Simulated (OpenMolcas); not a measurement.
## Tc5+: ligand-field states by method

Tc5+ with 4 ligands (fluoride) in tetrahedral coordination (Td) at 1.78 Å. Ligand basis ANO-RCC-VDZP.
```
Tc    0.0000    0.0000    0.0000
F     1.0277    1.0277    1.0277
F     1.0277   -1.0277   -1.0277
F    -1.0277    1.0277   -1.0277
F    -1.0277   -1.0277    1.0277
```

```json
{
  "Program": "OpenMolcas 26.06",
  "Basis": "ANO-RCC-VDZP [6s5p3d1f]",
  "Scalar Hamiltonian": "DKH2, point nucleus",
  "Active space": "2 electrons in 5 orbitals (4d)",
  "State averaging": "2S+1 = 3 even, 10 roots; 2S+1 = 1 even, 15 roots",
  "Spin-orbit coupling": "RASSI with atomic mean-field integrals over the reference wave functions"
}
```

I. CASSCF
II. SS-CASPT2, IPEA 0.25 Eh, imaginary shift 0.1 Eh (closed shells correlated: 4s 4p and the ligand valence shells)

Spin-free states (labels of Td) in cm-1, each column counted from its own energy of the first state listed:

```
   State  Degeneracy      I     II
     3A2           1      0      0
      1E           2  10304   7150
     3T2           3  18509  17350
     1A1           1  18593  14250
     3T1           3  24337  21620
2S+1 = 1           3  29282  22580
2S+1 = 1           3  30513  24760
     3T1           3  40017  37680
      1E           2  45434  40520
     1T2           3  49817  42190
     1A1           1  63585  50330
```

From I to II, I's first state of the same spin (3T2) moves from 18509 to 17350 cm-1, by about -1200 cm-1.

From I to II, I's first state of another spin (1E) moves from 10304 to 7150 cm-1, by about -3200 cm-1.

I: A least-squares ligand-field fit to the states below 45000 cm-1, each weighted by its degeneracy and with a free common offset, gives 10Dq = -18870 cm-1 (negative for this site), B = 501 cm-1 and C = 3147 cm-1 (C/B = 6.28), with an rms deviation of 330 cm-1. The same method and metal basis give the free ion B = 936 cm-1 (fit to its terms below 60000 cm-1, rms deviation 14 cm-1), so the nephelauxetic ratio is β = 501 / 936 = 0.54; it hangs on how both fits weigh the states, and computed free-ion B values tend to be too large, so β mixes covalency with correlation.

χT at 300 K: I 0.90, II 0.89 cm3 K/mol.

Roots that are degenerate in the reference are averaged as groups; the widest CASPT2 spread within a group is 860 cm-1 (the 3-fold group of multiplicity 1 near 24800 cm-1 above the lowest state of its run, II). Shifts and gaps below about the spread of the groups concerned are not significant. Over all roots computed the reference weight is 0.69 to 0.72 in II; a low but even weight reflects the number of correlated electrons. The least metal-like active orbital is 68 % on the metal (Löwdin) and no ligand orbital is active, so the numbers are rough. Ligand-to-metal charge-transfer states are missing. With no ligand orbital active B as a rule stays too high, so bands that hang on it stand too high and its fall with covalency is understated. Without dynamic correlation the repulsion within the d shell is too large (B by tens of per cent), so at a given field states of lower spin stand too high (holds for I). With metal d orbitals alone the field can be off either way by tens of per cent (holds for I). These CASPT2 states fit no ligand-field parameters well, so their order and spin gaps are uncertain (holds for II). With one d shell and no ligand orbital active, 10Dq can be off by a tenth or more (holds for II). No measured value stands beside these numbers; the geometry is a model, was not optimised and need not be the one that this ion takes.
